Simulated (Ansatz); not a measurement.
Reaction (substitution at a C–C bond): `CCCCCCCC=O` + `[NH2][SbH2]` → `O=C[NH][SbH2]` + `CCCCCCC`

Computed with Ansatz on PBE0-D4/def2-TZVP structures; ΔE is electronic, products minus reactants. CCSD(T)/CBS adds triple-zeta CCSD(T) − MP2 to the extrapolated MP2 energy (def2 sets, frozen cores). DFT in def2-TZVPP. B3LYP here is the variant with VWN-RPA as its local correlation; programs differ in this. HSE06 is defined as in plane-wave codes. Elements past krypton have def2 core potentials. For Sb outer-core shells are correlated without core-valence functions, which leaves a few kJ/mol of doubt a bond. One conformer a species, not always the lowest.

`CCCCCCCC=O`:

```xyz
25

C    -2.519    2.901    0.669
C    -1.728    1.867   -0.114
C    -0.620    1.223    0.703
C     0.174    0.184   -0.071
C     1.277   -0.455    0.757
C     2.162   -1.438    0.001
C     1.451   -2.704   -0.468
C     0.592   -2.524   -1.684
O    -0.485   -3.029   -1.851
H    -3.308    3.349    0.061
H    -1.871    3.709    1.021
H    -2.991    2.452    1.548
H    -1.294    2.333   -1.006
H    -2.404    1.086   -0.481
H    -1.053    0.756    1.596
H     0.060    2.002    1.070
H     0.613    0.654   -0.961
H    -0.518   -0.581   -0.439
H     1.913    0.338    1.168
H     0.833   -0.964    1.621
H     2.996   -1.730    0.645
H     2.613   -0.936   -0.865
H     2.209   -3.443   -0.766
H     0.852   -3.161    0.324
H     1.045   -1.889   -2.480
```

`[NH2][SbH2]`:

Cartesian coordinates in Å:
```
N 0.631 -0.688 0.491
Sb -0.484 1.010 0.345
H 0.615 -1.262 -0.341
H 1.596 -0.473 0.707
H -0.405 1.258 -1.359
H -1.953 0.155 0.158
```

`O=C[NH][SbH2]`:

Z-matrix (Å, degrees):
```
C
N 1 1.339
O 1 1.218 2 122.2
H 1 1.105 2 115.7 3 -180.0
Sb 2 2.071 1 113.0 3 -1.9
H 2 1.007 1 119.8 3 176.7
H 5 1.722 2 89.1 1 169.9
H 5 1.712 2 94.6 1 79.3
```

`CCCCCCC`:

Z-matrix (Å, degrees):
```
C
C 1 1.520
H 1 1.093 2 111.2
H 1 1.092 2 111.9 3 120.1
H 1 1.094 2 111.0 3 -119.8
C 2 1.523 1 114.1 3 176.7
H 2 1.095 1 109.0 3 54.8
H 2 1.097 1 109.5 3 -60.7
C 6 1.520 2 114.5 1 64.8
H 6 1.098 2 109.2 1 -57.9
H 6 1.096 2 109.0 1 -173.3
C 9 1.519 6 113.1 2 177.1
H 9 1.096 6 110.0 2 -60.8
H 9 1.098 6 109.2 2 55.1
C 12 1.520 9 113.5 6 -179.9
H 12 1.098 9 109.3 6 57.9
H 12 1.098 9 109.4 6 -57.6
C 15 1.519 12 113.1 9 180.0
H 15 1.096 12 109.2 9 -57.7
H 15 1.096 12 109.1 9 57.7
H 18 1.094 15 111.1 12 -59.7
H 18 1.094 15 111.1 12 59.8
H 18 1.092 15 111.7 12 -179.9
```

**Question.** Is it downhill or uphill in electronic energy at CCSD(T)/CBS, and by how much? (Best estimate.)

**Answer.** The calculation gave: Downhill: ΔE = -0.73 eV.

**Question.** What do these levels give: B3LYP-D4, HSE06-D4, HF/def2-SVP, MP2/def2-TZVPP, CCSD/def2-TZVPP, HF/CBS(def2)? (An estimate is asked.)

**Answer.** Computed: B3LYP-D4 -0.85, HSE06-D4 -0.83, HF/def2-SVP -0.90, MP2/def2-TZVPP -0.76, CCSD/def2-TZVPP -0.70, HF/CBS(def2) -0.74 eV.

Largest T1 diagnostic among the species: 0.017.

At CCSD(T), def2-SVP lies −0.15 eV from the extrapolated value and def2-TZVPP +0.01 eV. From PBE to PBE0 (25 % exact exchange), in def2-TZVPP and without D4, ΔE moves by +0.05 eV.
